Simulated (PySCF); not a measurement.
Bonding in `CCC[Si@H]1CC[SiH2]N1`

C₅H₁₅NSi₂.
Atom-mapped SMILES: `[CH3:1][CH2:2][CH2:3][Si@H:4]1[CH2:5][CH2:6][SiH2:7][NH:8]1` (hydrogens: H9, H10, H11 on C1; H12, H13 on C2; H14, H15 on C3; H16 on Si4; H17, H18 on C5; H19, H20 on C6; H21, H22 on Si7; H23 on N8)

Structure used (GFN2-xTB), in Å, numbered top down from 1:
```xyz
23
C5H15NSi2 angstrom
C     -3.6972   -0.0433   -0.3946
C     -2.3515   -0.2398    0.2946
C     -1.2795    0.6815   -0.2757
Si     0.4179    0.4261    0.5331
C      1.2345   -1.2483    0.1534
C      2.7507   -1.0379    0.0933
Si     3.1103    0.6524   -0.6947
N      1.6310    1.4143   -0.2195
H     -4.0375    0.9839   -0.2792
H     -3.6134   -0.2573   -1.4583
H     -4.4509   -0.7038    0.0290
H     -2.4605   -0.0489    1.3642
H     -2.0358   -1.2786    0.1797
H     -1.2097    0.5189   -1.3526
H     -1.5958    1.7165   -0.1390
H      0.3456    0.7013    1.9814
H      0.9861   -2.0228    0.8797
H      0.8880   -1.6101   -0.8166
H      3.2344   -1.8639   -0.4291
H      3.1475   -1.0427    1.1096
H      4.2641    1.3371   -0.1050
H      3.2344    0.5974   -2.1577
H      1.4823    2.3950   -0.3755
```

Bond orders from the PBE0/pcSseg-1 density (PySCF). Isolated species at its GFN2-xTB geometry (one conformer only).

**Question.** Where do the orders between heavy atoms depart from those drawn in the SMILES?

**Answer.** The largest departure is 0.102, at C3–Si4 (drawn single, 0.898).

**Question.** Set the Mayer orders of the bonds between heavy atoms beside their lengths.

**Answer.** 
```json
{"bond": "C1–C2", "drawn as": "single", "length (Å)": "1.525", "Mayer order": "1.062"}
{"bond": "C2–C3", "drawn as": "single", "length (Å)": "1.524", "Mayer order": "1.029"}
{"bond": "C3–Si4", "drawn as": "single", "length (Å)": "1.898", "Mayer order": "0.898"}
{"bond": "Si4–C5", "drawn as": "single", "length (Å)": "1.901", "Mayer order": "0.909"}
{"bond": "C5–C6", "drawn as": "single", "length (Å)": "1.532", "Mayer order": "1.028"}
{"bond": "C6–Si7", "drawn as": "single", "length (Å)": "1.899", "Mayer order": "0.917"}
{"bond": "Si7–N8", "drawn as": "single", "length (Å)": "1.731", "Mayer order": "0.986"}
{"bond": "N8–Si4", "drawn as": "single", "length (Å)": "1.736", "Mayer order": "0.944"}
```

Bonds between the same two heavy elements. C–C: lowest C5–C6 and C2–C3 (1.028, 1.532 Å), highest C1–C2 (1.062, 1.525 Å). C–Si: all 3 within 0.02 of one another (0.898 to 0.917). N–Si: lowest N8–Si4 (0.944, 1.736 Å), highest Si7–N8 (0.986, 1.731 Å). Bonds named together lie within 0.004.

**Question.** And the bonds to hydrogen?

**Answer.** C–H: 0.94 to 0.97 (11 bonds); H–Si: 0.91 to 0.92 (3 bonds); H–N: 0.93 (1 bond).

**Question.** Sum the orders of all bonds at each heavy atom with more than one neighbour and set the sums beside the valence in the SMILES.

**Answer.** C1 3.968 (drawn 4), C2 3.992 (drawn 4), C3 3.814 (drawn 4), Si4 3.673 (drawn 4), C5 3.830 (drawn 4), C6 3.845 (drawn 4), Si7 3.736 (drawn 4), N8 2.860 (drawn 3). Orders between atoms that aren't bonded are not in these sums.

Mayer orders depend on the basis set.
